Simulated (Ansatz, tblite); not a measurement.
Removing and adding an electron: naphthyltetrahydrothiophenium benzoate (C₂₅H₂₈O₃S). The state is a singlet with charge 0. Geometry: PBE-D4/def2-SVP. Ansatz, gas phase; energy differences of separate SCF runs; the oxidised species was run as a doublet alone; the reduced species was run as a doublet alone.

The xTB rows come from tblite. Single mean-field runs in def2-SVP are fitted with def2-universal-jkfit. HOMO above LUMO, or a gap near zero within one spin, warns that the state may not be the lowest or that an electron is smeared out.

(1) Estimate orbital energies and vertical ionisation energies and electron affinities at: GFN1-xTB; GFN2-xTB; PBE-D4/def2-SVP; PBE0-D4/def2-SVP; BHLYP-D4/def2-SVP.

Answers

(1) 
```csv
level,−HOMO (eV),vertical IE (eV),−LUMO (eV),vertical EA (eV),HOMO–LUMO gap (eV),IE − EA (eV),remarks
GFN1-xTB,10.53,12.66,8.24,6.11,2.28,6.55,–
GFN2-xTB,9.25,11.54,7.24,5.08,2.01,6.45,–
PBE-D4/def2-SVP,4.32,6.68,2.06,0.11,2.27,6.57,"HOMO above zero (-1 doublet), gap within one spin near zero (+1 doublet), gap within one spin near zero (-1 doublet)"
PBE0-D4/def2-SVP,5.88,7.18,1.32,0.03,4.56,7.15,HOMO above zero (-1 doublet)
BHLYP-D4/def2-SVP,6.74,7.38,0.33,-0.20,6.41,7.59,HOMO above zero (-1 doublet)
```

   A HOMO above zero means that the electron is unbound at that level or that self-interaction error raises the level; the energy of removing that electron tells which. Raw xTB energy differences between charge states are shifted by several eV; the methods need an empirical correction for them. Sets without diffuse functions give affinities that are too small. A negative affinity means that the extra electron isn't bound; its size then hangs on the basis.
